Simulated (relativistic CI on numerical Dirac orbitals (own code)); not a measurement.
# La⁺: what numerical and physical settings do to a radial Dirac CI calculation

Reference input:

```
atom La  Z=57  charge=1  electrons=56
nucleus A=139  rms_radius_fm=4.8550
hamiltonian dirac-coulomb  breit=on  qed=on  c_scale=1
orbitals kli  potential=per-configuration
slater_scale 1
correlation none
mixing on
grid step=0.0125 r_max=129.7
scf mixing=0.4 start=green max_iterations=150 tolerance=2e-08 node_fill=0.05
configurations
  [Xe] 5d2
  [Xe] 6s2
end
```

Computed lowest total energy -8481.86766 Ha, first excitation 606.5 cm⁻¹, 22 SCF steps. Runs with settings changed; * marks those that are bad on purpose (the QED terms keep the true α when c is scaled):

| Changed | Outcome | Lowest level | ΔE (Ha) | First excitation (cm⁻¹) | SCF steps | Message |
| --- | --- | --- | --- | --- | --- | --- |
| iteration limit 30, speed of light × 10, grid step 0.006 | converged | 5d2 3F_2 | 261 | 7.0 | 21 |  |
| Breit term off | converged | 5d2 3F_2 | -6.96 | 638.5 | 22 |  |
| SCF mixing 0.2 | converged | 5d2 3F_2 | 4.86e-10 | 606.5 | 26 |  |
| nuclear radius 6.3115 fm | converged | 5d2 3F_2 | 0.223 | 606.5 | 22 |  |
| node fill of the KLI weights 5 * | converged | 5d2 3F_2 | 0.69 | 1017.1 | 24 |  |
| SCF mixing 1.8 * | converged | 5d2 3F_2 | 6.38e-10 | 606.5 | 24 |  |

With so few configurations and no correlation, terms lie too far apart (by 10 to 50 % near neutrality), their order can be wrong, and levels of other configurations are missing.
